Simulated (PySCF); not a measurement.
**Electronic structure of As³⁺ (arsenic, charge +3) at the UHF level**

Configuration: [Ar] 3d10 4s2, closed-shell 1S. Calculation: PySCF 2.14, in cc-pVTZ-PP with ECP10MDF; scalar relativity through the core potential.

```
Total energy             : -329.193489 hartree
One-electron energy      : -559.1038 hartree
Hartree (Coulomb) energy : 254.7310 hartree
Exchange energy          : -24.8207 hartree
⟨S²⟩                     : 0.0000
⟨L²⟩                     : 0.000
Sum of ⟨r⟩               : 15.11 bohr
Sum of ⟨r²⟩              : 16.10 bohr²
Time after the integrals : 0.17 s of wall time on 1 thread of Neoverse-N1 (shared host)
```

| shell | electrons | mean orbital energy (eV) | rms radius, mean of both spins (bohr) |
| --- | --- | --- | --- |
| 3s | 2 | -254.69 | 0.641 |
| 3p | 6 | -197.79 | 0.668 |
| 3d | 10 | -90.936 | 0.737 |
| 4s | 2 | -48.088 | 1.89 |

Energies and moments cover only the electrons outside the core potential.
